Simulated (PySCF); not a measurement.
A geometry optimisation on `CC#C[P@@H](CC#C)=S`.

Method: B3LYP/def2-SV(P) geometry optimisation, gas phase (PySCF 2.14.0). Start geometry: GFN2-xTB. The input is one job of a driver script: a line of settings, then coordinates in Å.

Input:
```
{"job": {"xc": "B3LYP", "basis": "def2-SV(P)", "grid": 1, "kind": "geom"}, "charge": 0, "multiplicity": 1}
C     -2.582401     1.537368     0.437765
C     -2.284064     0.466087    -0.005184
C     -1.888309    -0.836533    -0.473574
P     -0.522241    -1.514814     0.571232
S     -0.026400    -3.343824     0.192607
C      0.773616    -0.340017     0.423856
C      1.798695     0.265890     0.224759
C      2.976908     1.068397     0.023002
H     -2.862906     2.480092     0.801474
H     -2.722191    -1.546809    -0.429968
H     -1.518802    -0.797240    -1.505209
H     -0.991810    -1.245232     1.861482
H      3.572941     0.644236    -0.784658
H      2.698079     2.089439    -0.235937
H      3.574471     1.080949     0.933991
```

Output:
```
step   0  E = -971.88633566  max force = 0.019362
step   1  E = -971.89046061  max force = 0.003470
step   2  E = -971.89060452  max force = 0.001147
step   3  E = -971.89063394  max force = 0.000476
step   4  E = -971.89064425  max force = 0.000427
optimisation converged
```

Energies in Eh; «max force» is the largest Cartesian gradient component in Eh/bohr.

Give the first gradient maximum in eV/Å.

With 1 Eh/bohr = 51.422 eV/Å, 0.996 eV/Å.

Main results: final energy -971.89064 Eh after 4 steps; dipole 4.44 D.

On Arm Neoverse V2, one thread (shared host), this took 27 s wall and 0.60 GiB of memory at its peak.
Labels such as C1 count atoms from 1, the log's own numbers from 0.
